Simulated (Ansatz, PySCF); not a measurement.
Two conformers of C3H8S2 (SMILES CSCSC), B3LYP-D3(BJ)/def2-TZVP minima.
Conformer 1 (charge 0, multiplicity 1):
```csv
atom,x (Å),y (Å),z (Å)
C,2.0221,-0.8157,-0.4904
S,1.0513,-0.3301,0.9584
C,0.1896,1.1195,0.2832
S,-0.9668,0.8286,-1.0871
C,-2.1942,-0.2003,-0.2432
H,1.3652,-0.9820,-1.3429
H,2.5294,-1.7450,-0.2365
H,2.7658,-0.0571,-0.7352
H,-0.3369,1.5686,1.1253
H,0.9146,1.8424,-0.0908
H,-2.9129,-0.5201,-0.9959
H,-2.7137,0.3654,0.5305
H,-1.7134,-1.0742,0.1939
```
Conformer 2 (charge 0, multiplicity 1):
```xyz
13

C      2.7460    -0.2981    -0.0154
S      1.4778     0.7459     0.7533
C      0.0074     0.0805    -0.0817
S     -1.2876     1.3543    -0.0285
C     -2.7464     0.2939    -0.2197
H      2.5848    -1.3519     0.2120
H      2.7738    -0.1505    -1.0952
H      3.7012     0.0098     0.4078
H     -0.3514    -0.8152     0.4268
H      0.2627    -0.1655    -1.1131
H     -2.8239    -0.4183     0.6020
H     -3.6142     0.9519    -0.1998
H     -2.7302    -0.2367    -1.1716
```

No zero-point or thermal terms.

Correlated levels freeze the cores.

Codes used: Ansatz (Gaussian orbitals); PySCF for the dispersion terms. 

Predict the electronic energy of conformer 2 less that of conformer 1 from PBE0/def2-TZVPP.

4.5 kcal/mol

Ansatz is a first-principles code.
